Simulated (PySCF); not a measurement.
## Computed structure and properties of LuCl3(NH3)

System: LuCl3(NH3) (singlet in the valence; each metal's 4f electrons, 14 of them, lie in its core potential, out of spins and levels); start: template (C3v). Method: PySCF 2.14.0, RKS r2SCAN, Lu lcecp-1-SVP with ECP60, Cl def2-SVP, N def2-SVP, H def2-SVP; non-relativistic Hamiltonian with scalar-relativistic core potentials where named; density fitting; no spin-orbit coupling.

Input of the relaxation:

```python
mol = gto.M(atom='''
Lu    -0.09031     0.09031    -0.09031
Cl     1.38359     1.56421     1.38359
Cl    -1.56421    -1.38359     1.38359
Cl     1.38359    -1.38359    -1.56421
N     -1.50191     1.50191    -1.50191
H     -2.11511     2.11511    -0.96491
H     -0.96491     2.11511    -2.11511
H     -2.11511     0.96491    -2.11511''',
    basis={'Lu': 'lcecp-1-SVP', 'Cl': 'def2-SVP', 'N': 'def2-SVP', 'H': 'def2-SVP'},
    ecp={'Lu': 'lcecp-1-SVP'},
    charge=0, spin=0)
mf = dft.RKS(mol, xc='R2SCAN')
mf.grids.atom_grid = (50, 194)  # f atoms: unpruned, at least (60, 302)
mf = mf.density_fit()  # fitting sets: Lu AutoAux, Cl def2-universal-JKFIT, N def2-universal-JKFIT, H def2-universal-JKFIT
mf.conv_tol = 1e-08; mf.max_cycle = 55
mf.kernel(dm0)  # dm0: converged density of the start geometry
# quasi-Newton relaxation in Cartesian coordinates to a largest gradient under 0.00045 Eh/bohr, steps kept in the point group
```

Run from Python with OMP_NUM_THREADS=2; the lines above give its settings. Where DIIS fails, smearing, a level shift and second-order steps follow.
It took 57 s on 2 threads of Arm Neoverse V2 (shared host), from the converged density of the start.

Course of the relaxation:

| step | energy above end (eV) | largest force component within the symmetry (eV/Å) |
| --- | --- | --- |
| 0 | 0.4635 | 1.095 |
| 1 | 0.2141 | 0.596 |
| 2 | 0.0999 | 0.190 |
| 3 | 0.0683 | 0.195 |
| 4 | 0.0153 | 0.063 |
| 5 | 0.0066 | 0.084 |
| 6 | 0.0016 | 0.070 |
| 7 | 0.0005 | 0.049 |
| 8 | 0.0002 | 0.032 |
| 9 | 0.0000 | 0.004 |

Relaxed geometry (C3v):

```xyz
8

Lu    0.0252   -0.0252    0.0252
Cl    1.1482    1.8329    1.1482
Cl   -1.8329   -1.1482    1.1482
Cl    1.1482   -1.1482   -1.8329
N    -1.3499    1.3499   -1.3499
H    -1.9613    1.9613   -0.8007
H    -0.8007    1.9613   -1.9613
H    -1.9613    0.8007   -1.9613
```

| contact | Å |
| --- | --- |
| Lu1–Cl2 (Cl) | 2.444 |
| Lu1–Cl3 (Cl) | 2.444 |
| Lu1–Cl4 (Cl) | 2.444 |
| Lu1–N5 (NH3) | 2.382 |

On the finer grid (75, 302):

```json
{
 "HOMO": "-7.46 eV",
 "LUMO": "-1.24 eV",
 "Dipole about the centre of mass": "5.48 D",
 "Set of Mulliken populations of Lu1 outside the core potential": "s 2.35, p 6.47, d 1.38, f 0.04",
 "D3(BJ) dispersion energy (not in the energies)": "-0.070 eV"
}
```

```json
{"atom": "Lu1", "Mulliken (e)": "0.76", "Löwdin (e)": "-0.29", "spin (e)": "0.00"}
{"atom": "Cl2", "Mulliken (e)": "-0.34", "Löwdin (e)": "-0.03", "spin (e)": "0.00"}
{"atom": "Cl3", "Mulliken (e)": "-0.34", "Löwdin (e)": "-0.03", "spin (e)": "0.00"}
{"atom": "Cl4", "Mulliken (e)": "-0.34", "Löwdin (e)": "-0.03", "spin (e)": "0.00"}
{"atom": "N5", "Mulliken (e)": "-0.30", "Löwdin (e)": "0.01", "spin (e)": "0.00"}
{"atom": "H6", "Mulliken (e)": "0.19", "Löwdin (e)": "0.12", "spin (e)": "0.00"}
{"atom": "H7", "Mulliken (e)": "0.19", "Löwdin (e)": "0.12", "spin (e)": "0.00"}
{"atom": "H8", "Mulliken (e)": "0.19", "Löwdin (e)": "0.12", "spin (e)": "0.00"}
```

The 4f levels lie in the core potential and are missing.

No frequency check is given for this geometry.

Taking off one Cl (charge -1, singlet; the rest: singlet) in vacuum, both parts rigid, costs 9.15 eV; the small basis without counterpoise inflates it. Most of it is the attraction of opposite charges; other ways to part are cheaper, and one spin state was tried for the rest.

Rigid scan of Cl along the line from its metal:

(distance to Cl2 (Å), energy (eV)): (2.14, 0.803), (2.24, 0.310), (2.34, 0.066), (2.44, 0.000), (2.54, 0.052), (2.64, 0.189), (2.84, 0.603), (3.14, 1.360), (3.54, 2.341), (4.04, 3.345)

Taking off one NH3 (charge 0, singlet; the rest: singlet) in vacuum, both parts rigid, costs 1.96 eV; the small basis without counterpoise inflates it.

Rigid scan of NH3 along the line from its metal:

```json
{"distance to N5 (Å)": "2.08", "energy (eV)": "0.464"}
{"distance to N5 (Å)": "2.18", "energy (eV)": "0.176"}
{"distance to N5 (Å)": "2.28", "energy (eV)": "0.038"}
{"distance to N5 (Å)": "2.38", "energy (eV)": "0.000"}
{"distance to N5 (Å)": "2.48", "energy (eV)": "0.028"}
{"distance to N5 (Å)": "2.58", "energy (eV)": "0.099"}
{"distance to N5 (Å)": "2.78", "energy (eV)": "0.304"}
{"distance to N5 (Å)": "3.08", "energy (eV)": "0.649"}
{"distance to N5 (Å)": "3.48", "energy (eV)": "1.042"}
{"distance to N5 (Å)": "3.98", "energy (eV)": "1.382"}
```

One start shape was tried, so this needn't be the lowest isomer.

An lcecp potential fixes the number of 4f electrons, so in runs with it no electron can move into or out of that shell.
